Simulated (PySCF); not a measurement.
1-ethenoxypropa-1,2-diene (C5H6O), SMILES C=C=COC=C.

The structure is a stationary point at B3LYP-D3(BJ)/def2-SVP. One conformer was computed; it need not be the lowest.

Method: PBE/def2-TZVP (PySCF).

The molecule is in vacuum.

Estimate the frontier levels, gap, dipole moment and polarisability. (Estimate from the structure and the level; the computed values follow.)


The highest occupied level is -5.49 eV and the lowest empty level comes out as -1.36 eV. The orbital gap is 4.13 eV, the dipole moment comes out as 0.57 D and the quadrupole, principal values (traceless, Buckingham form, about the centre of nuclear charge) is -4.63, -2.56, 7.19 D·Å. The mean static polarisability is 71.7 bohr³ (10.63 Å³) and the polarisability, principal values is 45.0, 54.9, 115.3 bohr³.
